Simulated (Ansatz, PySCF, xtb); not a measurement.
Energy difference R1 → 2 P1, each structure at its B3LYP-D3(BJ)/def2-TZVP stationary point, reached from a drawn start (curvature not checked).
R1: As4 (SMILES [As]12[As]3[As]1[As]23), charge 0, multiplicity 1.
P1, As2 (SMILES [As]#[As]) (charge 0, multiplicity 1):
```xyz
2

As     0.00000     0.00000    -1.05208
As     0.00000     0.00000     1.05208
```

P less R. No zero-point or thermal terms; no spin–orbit coupling.

Cores are frozen in the correlated methods. In cc and def2 sets filled d and f shells under p-block atoms count as core. CBS(a, b) extrapolates the correlation energy as X⁻³ and adds the Hartree–Fock energy of set b.

Run with Ansatz (a program for electronic structure) with Gaussian orbitals; PySCF for the D3/D4 terms; xtb for the GFN methods. No computed number here is a measurement.

```
level                          reaction energy (kcal/mol)
-----------------------------  --------------------------
GFN1-xTB                                            70.67
HF/cc-pVTZ                                          45.82
HF/cc-pVQZ                                          45.49
PBE/def2-TZVPP                                      65.34
B3LYP-D4/def2-TZVPP                                 57.40
CAM-B3LYP-D4/def2-TZVPP                             57.61
B2PLYP-D4/def2-TZVPP                                    …
MP2/cc-pVQZ                                             …
CCSD(T)/CBS(cc-pVTZ, cc-pVQZ)                           …
```

Question: Fill in the missing entries.

Answer: 
- B2PLYP-D4/def2-TZVPP, reaction energy (kcal/mol): 55.43
- MP2/cc-pVQZ, reaction energy (kcal/mol): 63.51
- CCSD(T)/CBS(cc-pVTZ, cc-pVQZ), reaction energy (kcal/mol): 58.67
